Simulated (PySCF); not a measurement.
# Basis-set dependence of excited states

Compound: C₄H₆BF.
SMILES: `BC1=C(F)CC1`

TDDFT with PBE0 (PySCF), vertical singlets, core orbitals frozen in the response, spherical d and f functions. Geometry: PBE0-D3(BJ)/def2-SVP; no solvent, vibrations or thermal averaging.

Q: How do the low singlets change with the basis? Take 6-31G*, def2-SVP, 6-31+G*, def2-SVPD, aug-cc-pVDZ, def2-TZVP and def2-TZVPD.

A: 

```
      basis  functions  diffuse  S1 (eV)  S2 (eV)  S3 (eV)  S4 (eV)  S5 (eV)  LUMO (eV)  α (au)
     6-31G*         96       no     5.25     5.33     5.55     6.97     7.36      -1.64    54.5
   def2-SVP        114       no     5.17     5.21     5.51     6.93     7.30      -1.91    56.5
    6-31+G*        120      yes     5.10     5.24     5.49     6.75     6.92      -1.96    60.4
  def2-SVPD        171      yes     5.12     5.18     5.48     6.90     7.10      -2.03    63.8
aug-cc-pVDZ        192      yes     5.04     5.17     5.44     6.51     6.85      -2.01    65.1
  def2-TZVP        222       no     5.07     5.19     5.45     6.86     7.26      -1.98    62.4
 def2-TZVPD        279      yes     5.06     5.19     5.44     6.74     6.86      -2.00    65.0
```

States are compared by their number. Against the largest diffuse basis here (def2-TZVPD, itself not a converged limit), sets without diffuse functions differ by up to 0.19 eV in S1 and 0.50 eV in S5; the smaller diffuse sets differ by up to 0.06 and 0.24 eV. State by state, the largest deviation of a set without diffuse functions is S1 0.19, S2 0.14, S3 0.11, S4 0.24, S5 0.50 eV. The same number needn't mean the same state in each row. Against def2-TZVPD the polarisability deviates by -16% in 6-31G*, -13% in def2-SVP, -7% in 6-31+G*, -2% in def2-SVPD, 0% in aug-cc-pVDZ, -4% in def2-TZVP. A single + in a Pople set puts diffuse functions on heavy atoms only.
